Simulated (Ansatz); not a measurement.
Input file for Ansatz (a quantum-chemistry and plane-wave program): U-wB97M-V/def2-TZVPP on CH4Si (SMILES C[SiH]), 2S+1 = 1, a spin state set in the input, which need not be the lowest.

Ansatz 0.2 input:
```yaml
crystal:
  periodic: [false, false, false]
  atoms:
    - {symbol: C, position_ang: [-1.06826149, -0.41428367, 0.02794665]}
    - {symbol: Si, position_ang: [0.66023841, 0.37576989, -0.02971146]}
    - {symbol: H, position_ang: [-1.16495485, -1.15523222, -0.77502676]}
    - {symbol: H, position_ang: [-1.88055565, 0.30725687, -0.05850067]}
    - {symbol: H, position_ang: [-1.18951808, -0.97464763, 0.96304543]}
    - {symbol: H, position_ang: [1.40125978, -0.95245343, 0.11876255]}
basis:
  gaussian:
    orbitals: def2-TZVPP
hamiltonian:
  xc: {name: wB97M-V}
magnetization: {spin_polarized: true, initial_magnetization: 0}
```

The head of its log:

```
WARN ansatz: RAYON_NUM_THREADS=2 ignored (pool sized by the plan → 2); use --threads N
Functional definition: wB97M-V
integrals: 0.05 GiB planned
707 factors; their error is unknown
integrals: 0.08 GiB planned
175 factors; integrals over basis functions are off by at most 1.5e-5 eV
mean field: 0.66 GiB planned
mean field evaluation 1: about -8973.9550 eV, gradient 2.7e1 eV
mean field evaluation 2: about -8975.0740 eV, gradient 2.2e1 eV
```

Problem. Predict the final total energy.

Solution. -329.9104 hartree.
